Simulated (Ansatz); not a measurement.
Geometry optimisation, Ansatz 0.2.0, RKS B3LYP-D4/STO-3G.

Input:

```yaml
crystal:
  periodic: [false, false, false]
  atoms:
    - { symbol: C, position_ang: [1.6863, -1.2597, -0.8387] }
    - { symbol: C, position_ang: [1.0866, 0.1975, -0.991] }
    - { symbol: Si, position_ang: [-0.7646, 0.4142, -0.6658] }
    - { symbol: O, position_ang: [-1.09225, -0.00113, 0.82944] }
    - { symbol: "N", position_ang: [-1.24136, 2.02067, -0.7135] }
    - { symbol: Si, position_ang: [-1.30766, 2.60684, -2.32833] }
    - { symbol: H, position_ang: [1.1597, -1.9063, -1.5277] }
    - { symbol: H, position_ang: [1.5546, -1.5767, 0.1633] }
    - { symbol: H, position_ang: [2.7107, -1.2127, -1.0457] }
    - { symbol: H, position_ang: [1.2909, 0.5467, -1.9883] }
    - { symbol: H, position_ang: [1.6526, 0.8631, -0.3096] }
    - { symbol: H, position_ang: [-1.53982, -0.37196, -1.62919] }
    - { symbol: H, position_ang: [-0.85021, 0.56387, 1.55295] }
    - { symbol: H, position_ang: [-2.22145, 2.07809, -0.36091] }
    - { symbol: H, position_ang: [0.04972, 2.56848, -2.91232] }
    - { symbol: H, position_ang: [-2.29974, 1.83412, -3.12936] }
    - { symbol: H, position_ang: [-1.75943, 4.00414, -2.26531] }
basis:
  gaussian: { orbitals: STO-3G }
hamiltonian:
  xc: b3lyp
  dispersion: d4
relax:
  f_tol: 0.015
  max_steps: 40
```

Run as:

```bash
$ ansatz run input.yaml --threads 1 --pin off --max-ram 2048MiB --backend cpu --events-out ev --progress --plain --runs-dir out
```

**Question.** Where does it end, and by what steps?

**Answer.** The forces met the threshold. The force dipped under the threshold on the way, but the program's further checks kept it going. Limits of this set-up: minimal basis. After 24 steps the energy has fallen by 1.337 eV; H16 moved furthest, 1.75 Å.

| step | energy less start (eV) | largest force component (eV/Å) | accepted |
| --- | --- | --- | --- |
| 0 | 0.0000 | 4.572 | yes |
| 1 | -0.9265 | 2.190 | yes |
| 2 | -1.1568 | 0.984 | yes |
| 3 | -1.2057 | 0.534 | yes |
| 4 | -1.2451 | 0.519 | yes |
| 5 | -1.2598 | 0.136 | yes |
| 6 | -1.2749 | 0.162 | yes |
| 7 | -1.2841 | 0.125 | yes |
| 8 | -1.2780 | 0.393 | no |
| 9 | -1.2916 | 0.111 | yes |
| 10 | -1.2991 | 0.142 | yes |
| 11 | -1.3021 | 0.198 | yes |
| 12 | -1.3071 | 0.122 | yes |
| 13 | -1.3125 | 0.112 | yes |
| 14 | -1.3164 | 0.282 | yes |
| 15 | -1.3206 | 0.190 | yes |
| 16 | -1.3263 | 0.072 | yes |
| 17 | -1.3291 | 0.247 | yes |
| 18 | -1.3324 | 0.100 | yes |
| 19 | -1.3343 | 0.045 | yes |
| 20 | -1.3356 | 0.124 | yes |
| 21 | -1.3366 | 0.045 | yes |
| 22 | -1.3369 | 0.008 | yes |
| 23 | -1.3371 | 0.010 | yes |
| 24 | -1.3372 | 0.010 | yes |

```xyz
17
Properties=species:S:1:pos:R:3
C 1.619 -1.192 -0.857
C 0.779 0.007 -1.387
Si -0.900 0.145 -0.531
O -0.714 0.267 1.166
N -1.733 1.500 -1.215
Si -1.087 2.882 -2.051
H 1.105 -2.147 -1.047
H 1.782 -1.108 0.229
H 2.604 -1.235 -1.347
H 0.633 -0.107 -2.472
H 1.357 0.934 -1.246
H -1.681 -1.062 -0.697
H -0.197 1.139 1.305
H -2.764 1.476 -1.144
H 0.133 3.318 -1.405
H -0.760 2.604 -3.437
H -2.062 3.948 -2.025
```

The run took 2.1 min on 1 thread of Arm Neoverse V1 (shared host), peak memory 0.16 GiB.
